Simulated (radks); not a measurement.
Values are calculated unless marked as measured or tabulated.
The mean radii <r> (bohr) of the occupied orbitals of an atom or ion are listed with their occupations. Code: a radial shooting solver on a logarithmic mesh with Libxc functionals. Model: scalar-relativistic Kohn-Sham, PBEsol, spin-unpolarised, spherical densities, finite nucleus; Fermi nuclear charge, rms radius of each element as measured or else 0.836 A^(1/3) + 0.57 fm.

| orbital | occ. | <r> |
|---|---|---|
| 1s | 2 | 0.02782 |
| 2s | 2 | 0.1199 |
| 2p | 6 | 0.1048 |
| 3s | 2 | 0.3223 |
| 3p | 6 | 0.3204 |
| 3d | 10 | 0.2969 |
| 4s | 2 | 0.7646 |
| 4p | 6 | 0.8209 |
| 4d | 10 | 0.9704 |
| 5s | 1 | 2.064 |
| 5p | 5 | 2.612 |

Name the element and its charge.

Answer. Z = 52, tellurium, charge 0: Te in [Kr] 4d10 5s1 5p5. The 1s radius gives Z: for a bare nucleus <r> = (2 gamma + 1)/(2Z) with gamma = sqrt(1 - (Z/c)^2), 0.02741 bohr for Z = 52, and screening makes it slightly larger (0.02782 here). The occupations add up to 52, and the charge is Z minus that.
